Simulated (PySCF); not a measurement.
PySCF input file for MoO2, SMILES [O]=[Mo]=[O] (connectivity only; charge and spin as stated), neutral, multiplicity 3, PBE-D3(BJ)/def2-TZVP. Coordinates come from a PBE-D3(BJ)/def2-TZVP optimisation. The spin state was assumed, not searched. The def2 effective core potentials stand for the cores of Mo; spin–orbit coupling is left out.

```python
import numpy as np
from pyscf import gto, scf, dft, df
from pyscf.hessian import thermo

mol = gto.M(
    atom='''
    Mo    0.00000000    0.00000000   -0.25919751
    O     0.00000000    1.42057458    0.68039347
    O     0.00000000   -1.42057458    0.68039347
    ''',
    basis='def2-TZVP',
    ecp={'Mo': 'def2-tzvp'},
    charge=0,
    spin=2,
    max_memory=1600,
    verbose=3,
)
mf = dft.UKS(mol, xc='pbe').density_fit(auxbasis='def2-universal-jkfit')
mf.disp = 'd3bj'
mf.grids.level = 3
mf.conv_tol = 1e-11
mf.max_cycle = 100
mf.kernel()
fine, coarse = mf.grids, dft.Grids(mol).set(level=1).build(with_non0tab=True)
for _ in range(3):  # follow internal instabilities
    mf.grids = coarse
    mo, _, stable, _ = mf.stability(return_status=True, nroots=4)
    mf.grids = fine
    if stable:
        break
    mf.kernel(mf.make_rdm1(mo, mf.mo_occ))

# [left out here: the lines that compute and print the analytic Hessian (its translational invariance restored by hand, since the grid's response is missing), thermochemistry and intensities]
```

Output:

```

WARN: HOMO -0.408493416652687 >= LUMO -0.410536568042553


WARN: HOMO -0.00761832054097582 >= LUMO -0.0653262269221386

converged SCF energy = -218.634890930809  <S^2> = 2.0116608  2S+1 = 3.0077638
<class 'pyscf.df.df_jk.DFUKS'> wavefunction is stable in the internal stability analysis

WARN: DFTD3 does not support analytical Hessian, using finite difference


WARN: Mole.unit (angstrom) is changed to Bohr

Mode                                 0                   1                   2
Irrep
Freq [cm^-1]                      315.1985            936.3050            983.5796
Reduced mass [au]                  18.1561             18.9766             17.5731
Force const [Dyne/A]                1.0628              9.8017             10.0166
Char temp [K]                     453.5005           1347.1344           1415.1521
Normal mode                   x     y     z       x     y     z       x     y     z
       0  Mo                -0.00  0.00 -0.04   -0.00 -0.04 -0.00    0.00 -0.00  0.03
       1   O                -0.00 -0.12  0.12   -0.00  0.13  0.09    0.00 -0.13 -0.10
       2   O                 0.00  0.12  0.12    0.00  0.13 -0.09   -0.00  0.13 -0.10
temperature 298.1500 [K]
pressure 101325.00 [Pa]
Rotational constants [GHz] 23.85642 7.82648 5.89314
Symmetry number 2
Zero-point energy (ZPE) 0.00509 [Eh]   13368.766 [J/mol]
                           tot       elec      trans        rot        vib
Entropy [J/mol/K]       276.181      9.134    169.254     91.284      6.509
Cv [J/mol/K]             35.372      0.000     12.472     12.472     10.429
Cp [J/mol/K]             43.686      0.000     20.786     12.472     10.429
Internal energy [J/mol]                      3718.434   3718.434  14649.460
Internal energy [Eh]   -218.62648  -218.63489
Enthalpy [J/mol]                             6197.391   3718.434  14649.460
Enthalpy [Eh]          -218.62553
Gibbs free energy [J/mol]                  -44265.621 -23498.034  12708.853
Gibbs free energy [Eh] -218.65690
mode   freq/cm-1   IR/(km/mol)
   1      315.20         0.002
   2      936.30       206.094
   3      983.58        66.906
max |gradient| / (hartree/bohr): 0.0001546321990171363
APT charges: [ 1.2977 -0.6489 -0.6489]
```

Self-consistency was reached.
